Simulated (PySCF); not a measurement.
Species: CH6OSSi.
Z-matrix (Å and degrees, GFN2-xTB geometry), rows numbered from 1:
```
C 
S   1  1.8156
Si  2  2.1484  1   99.82
O   3  1.6150  2  107.61  1  -179.97
H   1  1.0854  2  109.59  3   -60.69
H   1  1.0854  2  109.59  3    60.70
H   1  1.0848  2  107.02  3  -179.99
H   3  1.4560  2  108.46  1   -61.89
H   3  1.4560  2  108.47  1    61.99
H   4  0.9539  3  121.80  2     0.30
```

The calculation used PySCF, delta-SCF UKS SCAN, pcX-2 on the ionised atom, pcseg-1 elsewhere, spin-free X2C. The ground state was rerun for each ionised atom, in the same mixed basis as its hole state.

```json
{"ionised atom": "C1", "basis functions": "125", "E(ground) (Eh)": "-806.25005", "binding energy (eV)": "291.506"}
{"ionised atom": "O4", "basis functions": "125", "E(ground) (Eh)": "-806.28041", "binding energy (eV)": "538.847"}
{"ionised atom": "Si3", "basis functions": "136", "E(ground) (Eh)": "-806.31253", "binding energy (eV)": "1847.491"}
{"ionised atom": "S2", "basis functions": "136", "E(ground) (Eh)": "-806.38373", "binding energy (eV)": "2476.597"}
```

Q: Fill in the total energy of each core-ionised state.

A: With binding energy = E(ionised) − E(ground) and 27.2114 eV a hartree:

```tsv
atom	binding energy (Eh)	E(ionised) (Eh)
C1	10.7126	-795.5374
O4	19.8023	-786.4781
Si3	67.8940	-738.4185
S2	91.0133	-715.3705
```

Q: How much do the ground-state energies differ, and what would follow from using one of them for all holes?

A: They run from -806.3837 Eh (core basis on S2) to -806.2501 Eh (on C1), 0.1336 Eh or 3.64 eV apart, though the state is the same; only basis and grid differ. Pairing the ion of C1 with the ground state of S2 would put its binding energy 3.64 eV too high.

Only 1s holes are shown. The structure is a single GFN2-xTB conformer in the gas phase; no vibrational or solvent corrections. GFN2-xTB frequencies show an imaginary mode (63i cm⁻¹), so this geometry is no minimum at that level.
